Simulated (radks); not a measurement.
Values are calculated unless marked as measured or tabulated.
Question: Tb2+, 63 electrons, occupied as [Xe] 4f9. Level of theory: Dirac Kohn-Sham, Slater X-alpha with alpha = 0.813, spin-unpolarised, spherical densities, finite nucleus; open shells fill j = l - 1/2 first; Fermi nuclear charge, rms radius 5.06 fm (a radial shooting solver on a logarithmic mesh with Libxc functionals). Some entries of the table are withheld. Estimate them.

| orbital | occ. | eigenvalue (hartree) | r(max) (bohr) |
|---|---|---|---|
| 1s1/2 | 2 | -1907.171 | 0.01364 |
| 2s1/2 | 2 | -317.1650 | 0.07762 |
| 2p1/2 | 2 | -301.8109 | 0.05849 |
| 2p3/2 | 4 | -274.2372 | 0.06441 |
| 3s1/2 | 2 | -70.89013 | 0.2197 |
| 3p1/2 | 2 | (1) | 0.2068 |
| 3p3/2 | 4 | (2) | 0.2193 |
| 3d3/2 | 4 | -46.74203 | 0.1737 |
| 3d5/2 | 6 | -45.49120 | 0.1772 |
| 4s1/2 | 2 | -14.48499 | 0.5038 |
| 4p1/2 | 2 | -11.82929 | 0.5071 |
| 4p3/2 | 4 | -10.55306 | 0.5338 |
| 4d3/2 | 4 | -6.15461 | 0.5395 |
| 4d5/2 | 6 | -5.92295 | 0.5482 |
| 5s1/2 | 2 | -2.30423 | 1.176 |
| 5p1/2 | 2 | -1.58048 | 1.283 |
| 5p3/2 | 4 | -1.41248 | 1.364 |
| 4f5/2 | 6 | -0.71169 | (3) |
| 4f7/2 | 3 | -0.68120 | (4) |

Answer: 
(1) 3p1/2 eigenvalue (hartree): -64.14939
(2) 3p3/2 eigenvalue (hartree): -58.44230
(3) 4f5/2 r(max) (bohr): 0.5473
(4) 4f7/2 r(max) (bohr): 0.5525
